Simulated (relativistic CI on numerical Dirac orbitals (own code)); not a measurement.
What each ingredient does to the levels of Lu²³⁺

Base calculation: Dirac-Coulomb-Breit CI, orbitals from a KLI potential per configuration, QED by a radiative potential, unscaled Slater integrals.

Configurations in the expansion (outside the closed core [Ar] 3d10): 4s2 4p6 4d10 4f2, 4s2 4p6 4d10 4f 5s, 4s2 4p6 4d9 4f3, 4s2 4p6 4d10 5s2, 4s2 4p6 4d10 4f 5p, 4s2 4p6 4d10 5s 5p, 4s2 4p6 4d10 4f 5d, 4s2 4p5 4d10 4f3, 4s2 4p6 4d10 5p 5d, 4s2 4p6 4d9 4f2 5s, 4s2 4p6 4d10 4f 5f, 4s 4p6 4d10 4f3, 4s2 4p6 4d10 4f 6s, 4s2 4p6 4d9 4f2 5p, 4s2 4p6 4d10 4f 6p, 4s2 4p6 4d10 4f 5g, 4s2 4p6 4d10 4f 6d, 4s2 4p6 4d10 4f 7s, 4s2 4p6 4d10 4f 6g, 4s 4p6 4d10 4f 5s2, 4s 4p6 4d10 4f 5p2, 4s2 4p6 4d10 5p2, 4s2 4p6 4d9 5s 5p2, 4s2 4p6 4d10 5s 5d, 4s2 4p6 4d9 5s2 5d, 4s2 4p6 4d10 5d2, 4s2 4p6 4d9 5s 5d2. Double excitations out of closed p, d and f shells are left out; levels of such configurations are missing from the list, as are those of other unlisted configurations, and high levels can miss mixing partners.

The lowest level and the first level of each name with at least 55 % of one term (blank where a level has no safe partner in the second run):

```tsv
Level	Base (cm⁻¹)	Shift (cm⁻¹)
4s2 4p6 4d10 4f2 3H_4	0	0
4s2 4p6 4d10 4f2 3F_2	16970	-14
4s2 4p6 4d10 4f2 3H_5	18067	-82
4s2 4p6 4d10 4f2 3F_3	30289	-82
4s2 4p6 4d10 4f2 3H_6	34200	-143
4s2 4p6 4d10 4f2 1D_2	61458	-81
4s2 4p6 4d10 4f2 3P_0	67778	-33
4s2 4p6 4d10 4f2 3P_1	75346	-82
4s2 4p6 4d10 4f2 1I_6	75531	-109
4s2 4p6 4d10 4f2 3P_2	88190	-157
4s2 4p6 4d10 4f2 1S_0	161124	-126
4s2 4p6 4d10 4f 5s 3F°_2	705960	+571
4s2 4p6 4d10 4f 5s 3F°_3	708908	+612
4s2 4p6 4d10 4f 5s 3F°_4	727139	+755
```

At this charge transitions that keep the count of f electrons are usually good to a few per cent. Terms inside the open d or f shell come out 10 to 20 % too wide with unscaled integrals. Levels that differ in their count of f electrons can be misplaced by several ten thousand cm⁻¹, since the correlation energy of f electrons is missing or only estimated; rates across such gaps can be off by orders of magnitude.

Q: One thing was changed in a second run, which moved the levels as shown. Which?
A. P86 correlation estimate
B. Breit term removed
C. one mean potential for all configurations
D. QED terms removed
E. configuration mixing switched off
F. only the first 3 configurations

A: C. One mean potential for all configurations. One potential for all configurations removes the relaxation of the orbitals, which moves whole configurations and changes the integrals a little.

LS names give the leading component of a level, which can be under half, so a name can repeat, a term be missing and a line seem to break the LS rules.
